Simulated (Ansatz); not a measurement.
Reaction (ligand exchange at the Si–I bond): `N[SiH2]I` + `N[SiH](N)F` → `N[SiH2]N[SiH](N)F` + HI

Calculated with Ansatz (gas phase, PBE0-D4/def2-TZVP geometries, no zero-point term in ΔE). CCSD(T)/CBS is the MP2 limit (def2-TZVPP, def2-QZVPP) plus CCSD(T) − MP2 in def2-TZVPP, frozen cores. DFT in def2-TZVPP. B3LYP here is the variant with VWN-RPA as its local correlation; programs differ in this. def2 core potentials past Kr. For I outer-core shells are correlated without core-valence functions, which leaves a few kJ/mol of doubt a bond. Each species was taken in one conformer, which may not be the lowest.

| level | ΔE (kJ/mol) |
| --- | --- |
| B3LYP-D4 | 21.2 |
| PBE | 36.5 |

(1) What does CCSD(T)/CBS give? (An estimate is asked.)

Largest T1 diagnostic among the species: 0.011.

Answers

(1) The calculation gave: +26.5 kJ/mol. The listed levels differ from it by -5.3, 10.0 kJ/mol.

In def2-TZVPP, CCSD(T) changes the Hartree–Fock value by −13.1 kJ/mol (the triples alone add −0.8 kJ/mol) and MP2 by −5.7 kJ/mol. The D4 term adds −8.9 kJ/mol with B3LYP and −5.3 kJ/mol with PBE0; it sums over pairs of atoms, weighted by their polarisabilities, and B3LYP, whose exchange is more repulsive, gets the larger term.
